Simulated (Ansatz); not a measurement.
A geometry relaxed with PBE0-D4/def2-TZVP run with Ansatz (a program for electronic structure), charge 0, multiplicity 2:

```xyz
2

H     -0.7355     0.0000     0.0000
Se     0.7355     0.0000     0.0000
```

Problem. Write the SMILES of this molecule.

Solution. `[SeH]`
